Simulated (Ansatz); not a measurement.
The inner images of a band of BF2H4N (8 atoms, charge 0, multiplicity 1) are given out of order.

The calculation used Ansatz, RKS LDA/def2-SVP.

Image 0:

```xyz
8
Properties=species:S:1:pos:R:3
B 0.023 -0.120 0.168
H -0.642 0.575 0.954
F 1.358 0.189 0.100
F -0.548 -0.322 -1.062
N 0.026 -1.628 0.828
H -0.935 -2.003 0.878
H 0.600 -2.244 0.224
H 0.434 -1.610 1.777
```

Image 6:

```xyz
8
Properties=species:S:1:pos:R:3
B 0.341 -0.624 -0.581
H -0.622 0.017 2.838
F 1.551 -0.093 -0.685
F -0.634 -0.085 -1.300
N 0.100 -1.713 0.258
H -0.822 -2.142 0.345
H 0.839 -2.149 0.812
H -0.437 -0.375 2.182
```

Task: Put them in order from the first end to the last, with their energies above the first end.
A.
```xyz
8
Properties=species:S:1:pos:R:3
B 0.046 -0.118 0.171
H -0.416 0.644 1.034
F 1.378 0.058 -0.107
F -0.725 -0.261 -0.956
N 0.007 -1.632 0.840
H -0.857 -2.111 0.541
H 0.829 -2.145 0.476
H 0.052 -1.599 1.869
```
B.
```xyz
8
Properties=species:S:1:pos:R:3
B 0.138 -0.359 0.116
H -0.317 0.334 1.303
F 1.401 0.057 -0.072
F -0.774 -0.072 -0.828
N 0.014 -1.777 0.699
H -0.718 -2.376 0.298
H 0.895 -2.275 0.880
H -0.322 -0.696 1.472
```
C.
```xyz
8
Properties=species:S:1:pos:R:3
B 0.108 -0.149 0.156
H -0.232 0.511 1.167
F 1.415 0.008 -0.202
F -0.787 -0.097 -0.874
N -0.013 -1.681 0.774
H -0.736 -2.263 0.319
H 0.885 -2.186 0.842
H -0.325 -1.306 1.685
```
D.
```xyz
8
Properties=species:S:1:pos:R:3
B 0.232 -0.602 -0.151
H -0.379 0.462 1.741
F 1.385 0.048 -0.075
F -0.780 0.002 -0.757
N 0.111 -1.913 0.322
H -0.761 -2.435 0.243
H 0.887 -2.400 0.771
H -0.381 -0.325 1.774
```
E.
```xyz
8
Properties=species:S:1:pos:R:3
B 0.276 -0.621 -0.376
H -0.505 0.348 2.448
F 1.441 0.010 -0.342
F -0.730 -0.029 -1.004
N 0.117 -1.871 0.222
H -0.771 -2.374 0.211
H 0.880 -2.341 0.711
H -0.393 -0.286 1.997
```

Result: A (+0.3 kcal/mol), C (+4.6 kcal/mol), B (+29.2 kcal/mol), D (+3.9 kcal/mol), E (+1.8 kcal/mol).

Run time: 64 s on 1 thread of Arm Neoverse V2, on a shared host, peak memory 0.13 GiB.
